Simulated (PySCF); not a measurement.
Species: C7H12O2.
SMILES: `CC[C@H]1CCCOC1=O`

The closed-shell ground state was solved at several levels (PySCF, density fitting, gas phase, non-relativistic). Geometry: PBE0-D3(BJ)/def2-SVP, one conformer, isolated molecule.

| level | basis functions | total energy (Eh) | HOMO (eV) | LUMO (eV) | gap (eV) | dipole (D) |
| --- | --- | --- | --- | --- | --- | --- |
| PBE0/pcSseg-1 | 213 | -423.8969 | -7.62 | 0.16 | 7.78 | 4.60 |
| wB97X-D/def2-SVPD | 282 | -424.0127 | -9.61 | 1.73 | 11.34 | 4.70 |

Q: What might HF/pcSseg-1 (213 basis functions) give for the same quantities?

A: Total energy -421.7338 Eh, HOMO -11.57 eV, LUMO 3.66 eV, gap 15.23 eV, dipole 5.17 D.

Q: Over all these levels, which gives the widest orbital gap and which the narrowest?

A: HF/pcSseg-1 (Hartree–Fock, all exact exchange) has the widest, 15.23 eV, and PBE0/pcSseg-1 (global hybrid, 25 % exact exchange) the narrowest, 7.78 eV. The two share the basis. From the narrowest to the widest the HOMO moves by -3.95 eV and the LUMO by +3.50 eV. The HOMO need not be the same orbital at Hartree–Fock and at DFT levels.

Q: How far do the dipole and the HOMO energy spread over the levels?

A: The dipole runs from 4.60 to 5.17 D (mean 4.82 D) and the HOMO from -11.57 to -7.62 eV.

wB97X-D is run here without its empirical dispersion term; that term would change no orbital, density or response property at a fixed geometry.
